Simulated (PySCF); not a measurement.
HI2Si, SMILES I[SiH]I, multiplicity 2.

The structure is a stationary point at B3LYP-D3(BJ)/def2-SVP. The isomer is the one that the SMILES or the coordinates give; other isomers of the formula were not compared. The def2 effective core potentials stand for the cores of I; spin–orbit coupling is left out.

Computed with TDA-ωB97X/def2-SVPD in PySCF.

Vertical excitations. 

Computed excitation energies, oscillator strengths and character:
```csv
state,energy (eV),λ (nm),f,main pairs
root 1,3.05,406,0.000,β HOMO→LUMO 91 %
root 2,3.28,377,0.027,β HOMO−1→LUMO 88 %
root 3,3.31,375,0.001,β HOMO−2→LUMO 95 %
root 4,3.66,338,0.005,"α HOMO→LUMO 84 %, β HOMO−3→LUMO 10 %"
root 5,4.05,306,0.028,"α HOMO→LUMO 10 %, β HOMO−3→LUMO 79 %"
root 6,4.43,280,0.056,α HOMO→LUMO+1 81 %
root 7,4.82,257,0.019,β HOMO−4→LUMO 89 %
root 8,4.92,252,0.006,"α HOMO−1→LUMO 55 %, β HOMO→LUMO+1 32 %"
root 9,5.10,243,0.004,"α HOMO−3→LUMO 16 %, β HOMO−5→LUMO 46 %, β HOMO−2→LUMO+1 23 %"
root 10,5.22,238,0.000,"α HOMO−2→LUMO 39 %, β HOMO−1→LUMO+1 39 %"
```
Unrestricted roots are not spin-pure.
